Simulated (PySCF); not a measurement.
B2F3, charge +1, multiplicity 1.

```xyz
5

F      0.0000     0.0000     2.2950
B      0.0000     0.0000     1.0744
B      0.0000     0.0000    -0.6957
F      0.0000    -1.1550    -1.2527
F      0.0000     1.1550    -1.2527
```
Charge +1, spin multiplicity 1.

The structure is a stationary point at PBE0-D3(BJ)/def2-SVP. The multiplicity is an assumed one; other spin states were not compared. The isomer is the one that the SMILES or the coordinates give; other isomers of the formula were not compared. The values are those of a single conformer.

Computed with PBE0/pcSseg-2 in PySCF. Non-relativistic, no solvent.

Computed absolute GIAO shielding of each atom: isotropic value and principal components (ppm):
```csv
atom,σ(iso),σ11,σ22,σ33,span
F1,165.0,4.6,17.3,473.2,468.6
B2,81.8,16.3,21.4,207.6,191.3
B3,85.8,58.0,80.6,118.8,60.8
F4,189.9,-23.4,268.0,325.0,348.4
F5,189.9,-23.4,268.0,325.0,348.4
```
